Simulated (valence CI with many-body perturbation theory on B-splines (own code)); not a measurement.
Results of a calculation; reference values are marked as such.
# Zr XXVI: magnetic and hyperfine properties of the levels

Level of theory: configuration interaction combined with many-body perturbation theory (CI+MBPT): five valence electrons over a frozen Dirac-Fock core [Ne], a basis of 11 s, 11 p, 10 d, 8 f, 5 g, 2 h functions for each j, with the one-electron correlation potential Σ1, the two-electron term Σ2, the three-electron term Σ3, Breit, model QED; selected CI, second order for the rest, scaled by the run's own slope (own B-spline code, finite nucleus).

No measured levels were compared; by estimate levels of excited configurations hold to 0.05 to 0.15 % of their energy, terms of the ground configuration to about 0.5 %. Among the levels kept, up to 3700 cm⁻¹ of a level comes from second order outside the variational space, and about a tenth of that is noise between levels of different J, which matters for small intervals.

A/g_I is the dipole constant over the nuclear g factor μ/I (μ in nuclear magnetons, uniformly magnetised nucleus), B/Q the quadrupole constant per barn. Both hold the static response of the core; the bare values leave it out. Large factors of s and p1/2 electrons are usually good to 5 to 10 %; those of open d and f shells near neutrality can be off by tens of per cent, and small factors of p3/2, d and f electrons come from cancelling terms and can be off by a factor of two or in sign, in half-filled shells by more. B is blank for J = 1/2, where it vanishes, and for nearly pure S terms. Energies count from the lowest level.

Names give the largest LS component (configuration and term), which can be under half, so a name can repeat, a term be missing and a line seem to break the LS rules; names also repeat where a configuration has a term twice. Letters in brackets count levels of one name in rising energy.

```csv
Level,E (eV),g,A/g_I (MHz),A/g_I bare,B/Q (MHz/b),B/Q bare
3s2.3p3 4S°_3/2,0.00,1.603,17000,17400,24800,24200
3s2.3p3 2D°_3/2,15.28,1.275,7440,7760,23600,23000
3s2.3p3 2D°_5/2,20.15,1.197,45400,44400,-165,-158
3s2.3p3 2P°_1/2,26.80,0.662,132000,127000,,
3s2.3p3 2P°_3/2,41.45,1.249,25100,24800,-48600,-47300
3s.3p4 4P_5/2,79.98,1.547,93300,91100,24500,23900
3s.3p4 4P_3/2 [a],89.34,1.468,18600,19200,-30600,-29700
3s.3p4 4P_1/2,91.51,2.498,268000,260000,,
3s.3p4 4P_3/2 [b],99.31,1.093,40200,39300,-22200,-21500
3s.3p4 2D_5/2,105.71,1.229,94700,91900,-60900,-59200
3s2.3p2.3d 4F_3/2,105.89,0.730,-383,63.1,-7640,-7140
3s2.3p2.3d 4F_5/2,109.55,1.163,14200,14400,14700,14900
3s2.3p2.3d 2P_3/2 [a],111.86,1.088,19900,20100,-9930,-9590
3s2.3p2.3d 2P_1/2 [a],112.81,0.931,51000,49900,,
3s2.3p2.3d 2F_5/2,116.13,0.937,35600,34900,-15100,-14400
3s2.3p2.3d 4F_7/2,118.81,1.198,18000,18100,9940,10300
3s2.3p2.3d 4D_1/2,120.27,0.632,79600,76800,,
3s2.3p2.3d 2F_7/2 [a],120.35,1.258,11000,11500,39400,38800
3s2.3p2.3d 4D_3/2,122.57,1.123,7600,8190,-18800,-18300
3s2.3p2.3d 4F_9/2,124.21,1.261,22300,22200,4760,5360
3s2.3p2.3d 4D_5/2,126.14,1.205,22400,22400,-18800,-18000
3s2.3p2.3d 2P_1/2 [b],131.74,1.268,173000,167000,,
3s2.3p2.3d 2G_7/2,133.39,1.047,26200,25800,40100,39600
3s.3p4 2P_3/2,133.66,1.176,-9990,-8760,14100,13900
3s2.3p2.3d 4P_5/2,134.64,1.457,15500,16100,2120,2030
3s2.3p2.3d 4P_3/2,137.04,1.518,28400,28600,-9940,-9920
3s2.3p2.3d 4P_1/2,137.57,2.115,99600,97200,,
3s2.3p2.3d 2F_7/2 [b],140.53,1.202,14100,14300,17500,17500
3s2.3p2.3d 2D_3/2 [a],140.97,0.926,27600,27200,15900,15600
3s2.3p2.3d 2G_9/2,143.59,1.179,15800,15900,56800,56000
3s2.3p2.3d 2D_5/2 [a],144.21,1.084,7700,8010,30700,30400
3s.3p4 2P_1/2,148.57,1.122,-6700,-6080,,
3s2.3p2.3d 2P_1/2 [c],149.67,0.980,-7330,-7100,,
3s2.3p2.3d 2D_3/2 [b],151.85,1.042,16100,16100,-14900,-14700
3s2.3p2.3d 2D_5/2 [b],152.18,1.162,31600,31200,-19600,-19100
3s2.3p2.3d 2F_7/2 [c],156.79,1.124,20800,20800,-3750,-3090
3s2.3p2.3d 2D_5/2 [c],156.96,1.203,8980,9430,57800,56800
3s2.3p2.3d 2P_3/2 [b],160.62,1.172,12100,12600,-5460,-5170
3s2.3p2.3d 2S_1/2,163.81,1.770,142000,138000,,
3s2.3p2.3d 2D_3/2 [c],166.89,0.900,12300,12500,13200,13100
```

(1) Take the isotope of mass number 91, with I = 5/2, μ = -1.3022 μN and Q = -0.176 b. What is the hyperfine structure of 3s.3p4 4P_3/2 [a]?

## Answers

(1) From the table A = -9670 MHz, B = 5380 MHz. Shifts from the centre of gravity in MHz: F = 1: 54500, F = 2: 30900, F = 3: -542, F = 4: -34900.
